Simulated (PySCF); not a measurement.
C₂H₆AlFO. Atoms are numbered in the order given.

```xyz
11

Al    -0.4472    -1.0744     0.0000
H     -2.0123    -1.0262     0.0000
F      0.2894    -2.5651     0.0000
O      0.5706     0.2600     0.0000
C      0.7285     1.6488     0.0000
C     -0.5935     2.4044     0.0000
H      1.3248     1.9403    -0.8851
H      1.3248     1.9403     0.8851
H     -1.1906     2.1528    -0.8920
H     -0.4223     3.4929     0.0000
H     -1.1906     2.1528     0.8920
```

Geometry optimised at B3LYP-D3(BJ)/def2-SVP. The structure was generated by enumeration; whether it is a known compound was not checked. The values are those of a single conformer.

Level of theory: HF/def2-TZVP run with PySCF.

Symmetry labels are those of the subgroup Cs that the program uses (full group Cs).

Computed valence orbital energies around the gap with their symmetry:
```csv
orbital,symmetry,energy (eV)
HOMO−7,A',-16.70
HOMO−6,A",-16.66
HOMO−5,A',-16.53
HOMO−4,A',-14.57
HOMO−3,A",-14.55
HOMO−2,A',-13.38
HOMO−1,A',-12.09
HOMO,A",-12.07
LUMO,A",2.06
LUMO+1,A',2.82
LUMO+2,A',3.52
LUMO+3,A',4.39
```
